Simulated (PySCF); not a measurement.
C2H10OSi2, SMILES C[Si](C)(O)[SiH3], singlet (GFN2-xTB optimised geometry):

```
15

Si    -1.464    -1.517     1.844
Si    -0.537    -0.463     0.000
C      1.365    -0.463     0.000
C     -1.165    -1.245    -1.629
O     -0.882     1.142     0.000
H     -1.178    -2.955     1.875
H     -2.930    -1.401     1.885
H     -1.000    -0.980     3.128
H      1.764     0.038    -0.877
H      1.752     0.051     0.874
H      1.758    -1.476     0.011
H     -0.786    -0.714    -2.499
H     -0.853    -2.281    -1.718
H     -2.251    -1.230    -1.686
H     -1.764     1.476    -0.139
```

Calculation: PySCF with PBE0/def2-TZVP.

### Question
What are the frontier orbital energies and the dipole moment?

### Answer
HOMO-2 -9.54 eV, HOMO-1 -8.41 eV, HOMO -7.59 eV, LUMO 0.08 eV, LUMO+1 0.41 eV; dipole moment 1.22 D.

On the same geometry PBE/def2-TZVP (PySCF 2.14.0) gives HOMO-2 -8.08 eV, HOMO-1 -7.07 eV, HOMO -6.36 eV, LUMO -0.77 eV, LUMO+1 -0.42 eV; dipole moment 1.22 D.

Meta-Löwdin charges at PBE0/def2-TZVP: Si1 0.14, Si2 0.94, C3 -0.61, C4 -0.62, O5 -0.76, H6 -0.08, H7 -0.08, H8 -0.07, H9 0.13, H10 0.13, H11 0.13, H12 0.13, H13 0.13, H14 0.13, H15 0.35.
